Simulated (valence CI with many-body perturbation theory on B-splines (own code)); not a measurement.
**Run record, Co14+**

Calculated by valence CI with perturbative core correlation (CI+MBPT): three valence electrons over a frozen Dirac-Fock core [Ne], radial functions for each j: 6 s, 6 p, 5 d, 3 f, 1 g, with the one-electron correlation potential Σ1 (screened to all orders), the two-electron term Σ2, the three-electron term Σ3, Breit, model QED; selected single and double excitations, second order for the rest, scaled by the run's own slope (own B-spline code, finite nucleus).

Command, and the settings that its task file holds:

```sh
python run_cv.py task.json out
```

```
atom Co  Z=27  mass_number=59  rms_radius_fm=3.7875
core [Ne]
valence 3s2 3p1
avg = 1
basis = S
breit = 1
cap = 10000
capref = 1200
cscale = 1
de = 0.0
dress = 0
eps = 2e-08
extrap = 1
h = 0.2
hh = 1
l2 = 3
lcore = 6
maxit = 60
n2 = 5
natural = 1
nlev = 21
nno = [3, 3, 3, 2, 1]
nroot = 26
nsp = [3, 3, 2, 1, 0]
pt2 = 1
qed = 1
rpa = 1
s1 = 1
s2 = 0.5
s3 = 1
screen = 1
tol = 2e-05
whole = 1
```

It took 11 s on 1 thread of Arm Neoverse V2, with other jobs on the host.

Log. The first blocks belong to the next ion, which gives the ionisation energy. Fields: 2J, parity (1 odd), roots, reference size, generating configurations, candidates as configurations/state functions, variational space P, stored matrix elements, Davidson steps; e2 is the range of second-order energies in hartree. The first line gives the box (bohr), its intervals, the orbitals and the steps of their self-consistent field. Window is the range of levels sought, series limit the energy at which the first omitted orbital would enter, core excitation an estimate of the first excitation out of the core, left out the lowest levels not solved, and shifts from estimates the range by which levels moved from their first estimate, all in cm⁻¹.

```
rmax 5.6 intervals 75 orbitals 36 references ['3s2 3p', '3s 3p2', '3s2 3d', '3p3', '3s 3p 3d'] scf 5 t 1.1
2J=0 par=0 roots 2 ref 15 generators 4 cand 92/92 P 107/107 nnz 0 it 0
   second order: generators 12 cand 0/0 e2 -0.00000 -0.00000
reference levels 430, estimated 50, window 739572 1/cm; series limit 2532104, core excitation 6509558
2J=1 par=1 roots 5 ref 41 generators 10 cand 36/55 P 1057/1571 nnz 0 it 4
2J=1 par=1 roots 5 ref 41 generators 17 cand 103/153 P 1160/1724 nnz 0 it 4
   second order: generators 26 cand 1193/1741 e2 -0.00001 -0.00000
2J=3 par=1 roots 9 ref 64 generators 14 cand 46/114 P 1226/2543 nnz 1.1e+06 it 4
2J=3 par=1 roots 9 ref 64 generators 22 cand 113/237 P 1339/2780 nnz 1.3e+06 it 5
   second order: generators 33 cand 1286/2692 e2 -0.00001 -0.00000
2J=1 par=0 roots 4 ref 43 generators 10 cand 101/155 P 990/1470 nnz 0 it 5
2J=1 par=0 roots 4 ref 43 generators 13 cand 116/171 P 1106/1641 nnz 0 it 5
   second order: generators 23 cand 975/1440 e2 -0.00000 -0.00000
2J=3 par=0 roots 5 ref 62 generators 12 cand 79/164 P 1151/2331 nnz 0 it 5
2J=3 par=0 roots 5 ref 62 generators 18 cand 164/363 P 1315/2694 nnz 1.2e+06 it 4
   second order: generators 31 cand 1200/2612 e2 -0.00001 -0.00000
2J=5 par=0 roots 4 ref 57 generators 11 cand 109/288 P 1183/2551 nnz 1.1e+06 it 3
2J=5 par=0 roots 4 ref 57 generators 14 cand 164/415 P 1347/2966 nnz 1.4e+06 it 5
   second order: generators 25 cand 1250/3310 e2 -0.00001 -0.00000
2J=5 par=1 roots 6 ref 56 generators 10 cand 60/176 P 1192/2708 nnz 1.3e+06 it 5
2J=5 par=1 roots 6 ref 56 generators 17 cand 88/209 P 1280/2917 nnz 1.4e+06 it 6
   second order: generators 26 cand 1002/2618 e2 -0.00001 -0.00000
2J=7 par=1 roots 3 ref 36 generators 7 cand 66/188 P 992/2155 nnz 0 it 3
2J=7 par=1 roots 3 ref 36 generators 11 cand 109/270 P 1101/2425 nnz 0 it 4
   second order: generators 23 cand 1189/3186 e2 -0.00001 -0.00000
2J=9 par=1 roots 1 ref 14 generators 1 cand 179/425 P 606/1215 nnz 0 it 0
2J=9 par=1 roots 1 ref 14 generators 5 cand 101/201 P 707/1416 nnz 0 it 4
   second order: generators 10 cand 820/1995 e2 -0.00000 -0.00000
left out: unestimated 1071337, estimated 878478, shifts from estimates -2 to 0
operators 0.6
```

The Davidson iterations converged.

No measured levels were compared; by estimate levels of excited configurations hold to 0.05 to 0.15 % of their energy, terms of the ground configuration to about 0.5 %.

* Valence energy: -55.19144 hartree
* Ionisation energy: 443.9 eV (NIST: 441.1 ± 1.4 eV (semi-empirical))
* Reference configurations for the orbitals: 3s2 3p, 3s 3p2, 3s2 3d, 3p3, 3s 3p 3d
* Radial orbitals: 36
* Box radius: 5.619 bohr
* Largest variational space: 2966
* Lowest levels: 3s²3p ²P°_1/2 0, 3s²3p ²P°_3/2 22975, 3s3p² ⁴P_1/2 241220, 3s3p² ⁴P_3/2 250810, 3s3p² ⁴P_5/2 262320, 3s3p² ²D_3/2 322620, 3s3p² ²D_5/2 325660, 3s3p² ²S_1/2 392350, 3s3p² ²P_1/2 419820, 3s3p² ²P_3/2 429030, 3s²3d ²D_3/2 508230, 3s²3d ²D_5/2 510770, 3p³ ²D°_3/2 618950, 3p³ ²D°_5/2 624090 cm⁻¹

Names give the largest LS component (configuration and term), which can be under half, so a name can repeat, a term be missing and a line seem to break the LS rules; names also repeat where a configuration has a term twice.
